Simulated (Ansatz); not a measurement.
Program: Ansatz. Geometries: PBE0-D4/def2-TZVP. ΔE: electronic, gas phase. CBS: MP2 limit from def2 TZ/QZ plus the TZ coupled-cluster correction, frozen cores. Functionals use def2-TZVPP. B3LYP here is the variant with VWN-RPA as its local correlation; programs differ in this. Each species was taken in one conformer, which may not be the lowest.

Reaction (isomerisation): `NB([SiH3])CF` → `B[Si](C)(N)F`

(1) Is it downhill or uphill in electronic energy at CCSD(T)/CBS, and by how much? (An estimate is asked.)

(2) What do these levels give: B3LYP-D4, ωB97M-V, PBE0, B3LYP, SCS-MP2/def2-TZVPP, SCS-MP2/def2-QZVPP? (Best estimate.)

Largest T1 diagnostic among the species: 0.013.

Results:

(1) Computed: Downhill: ΔE = -1.47 eV.

(2) Computed: B3LYP-D4 -1.31, ωB97M-V -1.38, PBE0 -1.23, B3LYP -1.29, SCS-MP2/def2-TZVPP -1.49, SCS-MP2/def2-QZVPP -1.55 eV.

In def2-TZVPP, CCSD(T) changes the Hartree–Fock value by +0.18 eV (the triples alone add +0.05 eV) and MP2 by +0.05 eV. From PBE to PBE0 (25 % exact exchange), in def2-TZVPP and without D4, ΔE moves by −0.12 eV.
